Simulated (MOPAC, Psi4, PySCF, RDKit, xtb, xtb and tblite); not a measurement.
Two geometries of SMILES CC(C)(C[SiH2]Cl)C, relaxed at GFN2-xTB with one dihedral held; other torsions can differ between them too.

Structure A

```
20

C     -1.6897    -0.3681     1.0596
C     -0.5857    -0.0777     0.0348
C     -0.5883    -1.1886    -1.0157
C     -0.8733     1.2709    -0.6256
C      0.7597    -0.0405     0.7814
Si     2.3978     0.2967    -0.1461
Cl     2.2824     0.6009    -2.1457
H     -1.7222     0.4073     1.8224
H     -1.5190    -1.3241     1.5508
H     -2.6612    -0.4056     0.5715
H     -1.5675    -1.2608    -1.4846
H     -0.3592    -2.1483    -0.5564
H      0.1449    -0.9945    -1.7927
H     -1.8598     1.2620    -1.0848
H     -0.1432     1.4925    -1.3980
H     -0.8487     2.0701     0.1128
H      0.6761     0.7108     1.5711
H      0.8739    -0.9963     1.2995
H      3.2901    -0.8525     0.0144
H      3.0170     1.5098     0.3900
```

Structure B

```
20

C     -1.6587    -0.3908     1.0718
C     -0.5529    -0.0798     0.0561
C     -0.5362    -1.1765    -1.0088
C     -0.8510     1.2667    -0.6033
C      0.7893    -0.0312     0.8008
Si     2.3610     0.3520    -0.1996
Cl     3.8994     0.3267     1.1193
H     -1.7029     0.3787     1.8397
H     -1.4775    -1.3478     1.5567
H     -2.6283    -0.4369     0.5805
H     -1.5181    -1.2725    -1.4675
H     -0.2708    -2.1349    -0.5683
H      0.1831    -0.9450    -1.7898
H     -1.8467     1.2601    -1.0419
H     -0.1333     1.4774    -1.3918
H     -0.8061     2.0704     0.1281
H      0.7071     0.7121     1.6001
H      0.9330    -0.9921     1.3047
H      2.3474     1.6842    -0.8019
H      2.6587    -0.6597    -1.2124
```

**Question.** Which is lower in energy at the level B3LYP-D3(BJ)/def2-SVP // GFN2-xTB run with Psi4 1.11, and by how much?

**Answer.** B is lower, by 5.68 kJ/mol (dihedral C2–C5–Si6–Cl7: 0° in A, 180° in B).

E(B) − E(A) in kJ/mol at the other levels, on the same two geometries: GFN2-xTB (xtb and tblite) -8.94; MMFF94 // GFN2-xTB (RDKit) -19.56; B3LYP/def2-SVP // GFN2-xTB (Psi4) -8.78; PBE/def2-SVP // GFN2-xTB (Psi4) -7.49; PBE-D3(BJ)/def2-SVP // GFN2-xTB (Psi4) -5.73; UFF // GFN2-xTB (RDKit) -21.27; AM1, restricted, heats of formation // GFN2-xTB (MOPAC) -5.62; PM6, restricted, heats of formation // GFN2-xTB (MOPAC) -2.23; GFN1-xTB // GFN2-xTB (xtb) -9.93; restricted B3LYP/6-31G*, spherical d, density fitting // GFN2-xTB (PySCF) -13.39; restricted BP86/6-31G*, spherical d, density fitting // GFN2-xTB (PySCF) -12.51; restricted MP2 (frozen core)/6-31G*, spherical d // GFN2-xTB (PySCF) -13.20; restricted Hartree-Fock/LANL2DZ, with its core potentials past Ne // GFN2-xTB (PySCF) -17.59.

MMFF94 has few fitted parameters for silicon.
